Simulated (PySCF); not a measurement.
Isomers of C5H7ClO2, one GFN2-xTB conformer each. Single-point energies are computed at PBE0/pcSseg-1 (PySCF, gas phase, no added dispersion term), electronic only.

Problem. Rank them by PBE0/pcSseg-1 energy, lowest first (kcal/mol).
A. `[CH3:1]/[CH:2]=[C:3](/[Cl:4])[C:5](=[O:6])[O:7][CH3:8]` with C2–C3–C5–O6 -4°, C3–C5–O7–C8 179°
B. `[CH3:1][O:2][C:3](=[O:4])/[CH:5]=[CH:6]/[CH2:7][Cl:8]` with C1–O2–C3–O4 0°, O2–C3–C5–C6 -179°, C5–C6–C7–Cl8 -114°
C. `[CH2:1]=[C:2]([Cl:3])[C:4](=[O:5])[O:6][CH2:7][CH3:8]` with C1–C2–C4–O5 1°, C2–C4–O6–C7 -179°, C4–O6–C7–C8 179° (ethyl 2-chloroacrylate)
D. `[CH2:1]=[C:2]([CH2:3][Cl:4])[C:5](=[O:6])[O:7][CH3:8]` with C1–C2–C3–Cl4 104°, C1–C2–C5–O6 -2°, C2–C5–O7–C8 179°
E. `[CH3:1][CH2:2]/[C:3]([Cl:4])=[CH:5]\[C:6](=[O:7])[OH:8]` with C1–C2–C3–Cl4 -69°, C3–C5–C6–O7 1°, C5–C6–O8–H 180°
F. `[O:1]=[C:2]1[CH2:3][CH2:4][C@H:5]([Cl:6])[CH2:7][O:8]1` with O1–C2–C3–C4 128°, C2–C3–C4–C5 52°, C3–C4–C5–Cl6 115°, C4–C5–C7–O8 -47°
G. `[CH3:1][C@@H:2]1[O:3][C:4](=[O:5])[C@@H:6]1[CH2:7][Cl:8]` with C4–C6–C7–Cl8 -174°

Solution. F (0.0), E (2.4), G (8.5), B (14.5), C (15.8), D (16.5), A (17.0).

As drawn, the highest has a C=C bond outside aromatic rings, which the lowest lacks. Neighbours under 2.5 kcal/mol apart (O=C1CC[C@H](Cl)CO1 and CC/C(Cl)=C\C(=O)O; COC(=O)/C=C/CCl and C=C(Cl)C(=O)OCC; C=C(Cl)C(=O)OCC and C=C(CCl)C(=O)OC; C=C(CCl)C(=O)OC and C/C=C(/Cl)C(=O)OC) can change places with a better method, another conformer or zero-point energy. GFN2-xTB itself gives, in the same order: 0.0, 12.3, 14.0, 24.2, 21.8, 25.2, 19.3. Both levels put the same isomer lowest; measured from each level's own lowest isomer, the values differ by up to 9.9 kcal/mol (CC/C(Cl)=C\C(=O)O: 12.3 against 2.4).

Problem. Which frontier levels, dipoles and rotational constants go with these structures?

Solution. 
```csv
SMILES,"HOMO (eV, PBE0/pcSseg-1)",LUMO (eV),dipole (D),"A, B, C (MHz)"
O=C1CC[C@H](Cl)CO1,-7.97,0.06,2.78,"4543, 1022, 891.8"
CC/C(Cl)=C\C(=O)O,-7.79,-1.61,0.34,"2632, 1057, 795.7"
C[C@@H]1OC(=O)[C@@H]1CCl,-8.23,-0.33,2.63,"2866, 1152, 888.4"
COC(=O)/C=C/CCl,-8.22,-1.69,2.72,"5984, 567.5, 554.8"
C=C(Cl)C(=O)OCC,-7.79,-1.59,0.80,"2711, 1141, 811.4"
C=C(CCl)C(=O)OC,-8.13,-1.57,1.89,"2267, 1335, 932.1"
C/C=C(/Cl)C(=O)OC,-7.40,-1.46,0.46,"2076, 1489, 876.9"
```
